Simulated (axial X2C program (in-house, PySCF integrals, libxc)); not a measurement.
# What spin–orbit coupling does to ScBi

All values were computed with an in-house relativistic program for diatomic molecules. Spin-free means the one-electron spin-free X2C Hamiltonian; two-component (2c) means X2C with spin–orbit coupling and atomic mean-field two-electron Coulomb and Gaunt terms, so the difference of the two also holds small scalar two-electron terms. Basis: Bi dyall-cv3z [12s14p10d6f1g], Sc dyall-cv3z [10s11p7d5f2g] (cores contracted in-house); Gaussian nuclei, density fitting, unrestricted open shells. Masses: Bi 208.980 u, Sc 44.956 u.

Spin-free state: M_S = 2, Λ = 2 (beyond evenly filled blocks: σα, π+α, π-α, δ+α); fragments Bi + Sc.

```csv
level,Re (Å),ωe (cm⁻¹),De (eV),μ (D)
PBE0,2.975,176.9,1.180,3.09
TPSSh,2.965,177.4,1.223,3.14
```

Dipoles are positive if Sc is the positive end.

Two-component determinant lowest at the distance of the search:

Ω = 4 (⟨Sz⟩ = 1.31, ⟨Lz⟩ = 2.69 at PBE0); fragments Bi + Sc.

```json
{"level": "PBE0", "Re (Å)": "2.837", "ωe (cm⁻¹)": "185.3", "De (eV)": "1.162", "μ (D)": "4.01"}
{"level": "TPSSh", "Re (Å)": "2.813", "ωe (cm⁻¹)": "194.7", "De (eV)": "1.228", "μ (D)": "4.19"}
```

Task: From the two tables, how do the constants change at the PBE0 level (2c against spin-free)?

Result: At the PBE0 level Re falls by 0.138 Å and ωe rises by 8.4 cm⁻¹; De is not compared, since the atomic limits differ or miss part of their spin–orbit lowering. The two determinants differ in configuration, so these shifts compare two states and are not the spin–orbit effect on one state.

The state is one determinant whose occupation by symmetry is held fixed; it was picked as the lowest of a PBE0 search that is not exhaustive. Dissociation energies refer to the lowest single-determinant-based atoms at the same level and basis. Density functionals use the spin component along the axis (collinear). In 2c an atomic determinant is not the ground J level, so De misses part of the atomic spin–orbit lowering. This holds for PBE0, TPSSh. The functionals have no current-density term, which raises determinants with orbital currents, atoms included. With several unpaired electrons one determinant need not be a pure state. At some level and bond length an empty orbital lies below a filled one. Under one Hamiltonian the search converged a single determinant, so lower ones may well exist.
